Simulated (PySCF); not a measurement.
Nb(NH)(F)(Cl)2 (Cl2FHNNb), SMILES [NH]=[Nb]([Cl])([Cl])[F], multiplicity 1.

Coordinates come from a B3LYP-D3(BJ)/def2-SVP optimisation. The spin state was assumed, not searched. The structure was generated by enumeration; whether it is a known compound was not checked. The def2 effective core potentials stand for the cores of Nb; spin–orbit coupling is left out.

Two levels are set side by side: TDDFT-PBE/def2-SVPD (PySCF) and TDDFT-ωB97X/def2-SVPD (PySCF). Vertical, same geometry. The lowest singlet is HOMO→LUMO 92 % with PBE and HOMO→LUMO 77 %, HOMO−1→LUMO+1 15 % with the other functional; states are paired by order. Differences are taken from unrounded values.

```tsv
quantity	TDDFT-ωB97X	TDDFT-PBE	TDDFT-PBE minus TDDFT-ωB97X
lowest singlet excitation (eV)	4.51	4.04	-0.47
lowest triplet excitation (TDA) (eV)	4.19	3.82	-0.37
```

A lower first singlet is the usual sign of a functional without exact exchange. Differences between two approximate levels are no errors against the true value.

Rough cost on one machine, each run with all the roots and properties that it gave: TDDFT-ωB97X against TDDFT-PBE about 6 times.
